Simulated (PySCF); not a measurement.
Ga(H)2(SH) (GaH₃S), SMILES [SH][GaH2].

The structure is a stationary point at ωB97X-D3(BJ)/def2-TZVP.

Vertical ionisation energy (IE) and electron affinity (EA) in eV. Rows of orbital energies are one-electron estimates. Where ΔSCF, EOM or ADC give a negative EA the extra electron is unbound and the value depends on the basis.

```json
[
 {"level": "−ε(HOMO), −ε(LUMO), r2SCAN/def2-TZVPD (PySCF)", "IE": "6.88", "EA": "2.01"},
 {"level": "−ε(HOMO), −ε(LUMO), PBE0/def2-TZVPD (PySCF)", "IE": "(withheld)", "EA": "(withheld)"},
 {"level": "ADC(2)/aug-cc-pVDZ (PySCF)", "IE": "9.64", "EA": "-0.11"}
]
```

Problem. Fill in the missing entries. (Estimate from the structure and the level; the computed values follow.)

Solution. 
- −ε(HOMO), −ε(LUMO), PBE0/def2-TZVPD (PySCF), IE: 7.77
- −ε(HOMO), −ε(LUMO), PBE0/def2-TZVPD (PySCF), EA: 1.53

Problem. Beyond the first one, list the lowest photoelectron lines from ADC(2)/aug-cc-pVDZ run with PySCF with their pole strengths (two spins summed). (The exact figures need the calculation; the answer reports its results.)

Solution. 10.59 eV (1.81), 11.45 eV (1.85), 13.49 eV (1.79), 15.45 eV (1.81).
